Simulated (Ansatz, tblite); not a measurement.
Spin states of Te₁₄Mo₃, each relaxed with PBE-D4/def2-SVP in Ansatz. Electronic energies in the gas phase.

In the def2 sets Mo, Te take a core potential; there is no spin–orbit coupling. The xTB rows come from tblite. Single mean-field runs in def2-SVP are fitted with def2-universal-jkfit.

Singlet geometry (C2v within 0.1 Å):

```xyz
17

Mo    0.734   -1.084    1.086
Mo    0.651    0.211   -1.501
Mo   -1.394    0.871    0.437
Te   -1.236   -1.575   -0.688
Te    1.187    1.560    0.802
Te    1.744   -3.374   -0.200
Te    3.542   -1.048    0.905
Te   -0.881   -2.482    2.812
Te    0.665   -0.479    3.765
Te   -1.197    0.517   -3.546
Te    0.579    2.814   -2.455
Te    1.647   -2.095   -2.679
Te    3.424    0.202   -1.587
Te   -3.195    1.160   -1.706
Te   -1.396    3.486   -0.601
Te   -3.212   -0.342    2.102
Te   -1.662    1.658    3.055
```

Triplet geometry (C2v within 0.1 Å):

```xyz
17

Mo    1.142    1.136    0.428
Mo   -1.531    0.227    0.373
Mo    0.467   -1.375   -0.819
Te   -0.223    1.001   -1.895
Te    0.390   -1.026    1.855
Te    0.122    3.791    0.205
Te    0.574    2.296    2.972
Te    3.298    1.606   -1.222
Te    3.683    0.335    1.129
Te   -3.408   -0.603   -1.577
Te   -2.960   -2.084    1.164
Te   -2.469    2.888    0.157
Te   -2.021    1.407    2.898
Te   -1.479   -2.162   -2.751
Te   -1.027   -3.657    0.016
Te    2.530   -1.255   -2.642
Te    2.914   -2.525   -0.290
```

⟨S²⟩: triplet 2.09 at PBE0-D4/def2-SVP (pure 2.00).

Only these spin states were relaxed. Higher spins weren't run and may lie lower.

Problem. Estimate which spin state lies lowest at each of these levels, and by how much: GFN1-xTB; GFN2-xTB; LDA (SPW92)/def2-SVP; PBE-D4/def2-SVP; revPBE-D4/def2-SVP; r2SCAN-D4/def2-SVP; PBE0-D4/def2-SVP; CAM-B3LYP-D4/def2-SVP.

Solution. 
```json
{"level": "GFN1-xTB", "triplet − singlet (kcal/mol)": "0.5", "lowest of these": "singlet", "remarks": "–"}
{"level": "GFN2-xTB", "triplet − singlet (kcal/mol)": "-1.1", "lowest of these": "triplet", "remarks": "–"}
{"level": "LDA (SPW92)/def2-SVP", "triplet − singlet (kcal/mol)": "11.0", "lowest of these": "singlet", "remarks": "restricted SCF unstable in HF (singlet)"}
{"level": "PBE-D4/def2-SVP", "triplet − singlet (kcal/mol)": "7.1", "lowest of these": "singlet", "remarks": "restricted SCF unstable in HF (singlet)"}
{"level": "revPBE-D4/def2-SVP", "triplet − singlet (kcal/mol)": "6.4", "lowest of these": "singlet", "remarks": "restricted SCF unstable in HF (singlet)"}
{"level": "r2SCAN-D4/def2-SVP", "triplet − singlet (kcal/mol)": "1.9", "lowest of these": "singlet", "remarks": "restricted SCF unstable in HF (singlet)"}
{"level": "PBE0-D4/def2-SVP", "triplet − singlet (kcal/mol)": "-1.9", "lowest of these": "triplet", "remarks": "restricted SCF unstable in HF (singlet)"}
{"level": "CAM-B3LYP-D4/def2-SVP", "triplet − singlet (kcal/mol)": "-11.0", "lowest of these": "triplet", "remarks": "restricted SCF unstable in HF (singlet), spin-contaminated (⟨S²⟩ 2.24) (triplet)"}
```

Change of the triplet − singlet gap on mixing in exact exchange, in kcal/mol: PBE to PBE0 (25 % exact exchange) -9.0. The xTB methods have no spin-polarisation term.
